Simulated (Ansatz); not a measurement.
The same path of BH6NSn (9 atoms, charge 0, multiplicity 1) was run 3 times with different band settings. The coordinate that changes most is the dihedral N1–B2–Sn3–H8.

All numbers below come from RKS PBE/def2-SVP in Ansatz.

Relaxed end points:

```xyz
9
Properties=species:S:1:pos:R:3
N -0.611 1.296 -1.020
B 0.258 0.215 -0.886
Sn 0.317 -0.970 1.045
H -0.671 1.859 -1.873
H -1.252 1.612 -0.290
H 0.978 -0.070 -1.826
H 1.874 -0.950 1.806
H -0.083 -2.643 0.825
H -0.810 -0.349 2.219
```

```xyz
9
Properties=species:S:1:pos:R:3
N 0.667 1.248 -1.044
B -0.275 0.235 -0.876
Sn -0.349 -0.946 1.056
H 0.737 1.806 -1.898
H 1.357 1.514 -0.338
H -1.048 0.007 -1.789
H 0.886 -0.434 2.173
H -0.118 -2.648 0.822
H -1.858 -0.782 1.894
```

Common settings: spring 5.0 eV/Å²; optimiser quadratic models (default); start path IDPP; force threshold 0.05 eV/Å; end points relaxed.

| run | movable images | climbing image | iteration limit |
| --- | --- | --- | --- |
| 1 | 7 | yes | 58 |
| 2 | 4 | no | 60 |
| 3 | 8 | no | 60 |

Question: What does each run give, and how far can it be trusted?

Answer: Run 1: converged after 6 iterations, highest image 0.028 eV above the first end. A vibrational analysis at the climbing image gives one clearly imaginary mode, 84i cm⁻¹: a first-order saddle point.
Run 2: converged after 6 iterations, highest image 0.025 eV above the first end. No image climbed, so the highest image needn't sit at the top of the path.
Run 3: converged after 6 iterations, highest image 0.027 eV above the first end. No image climbed, so the highest image needn't sit at the top of the path.
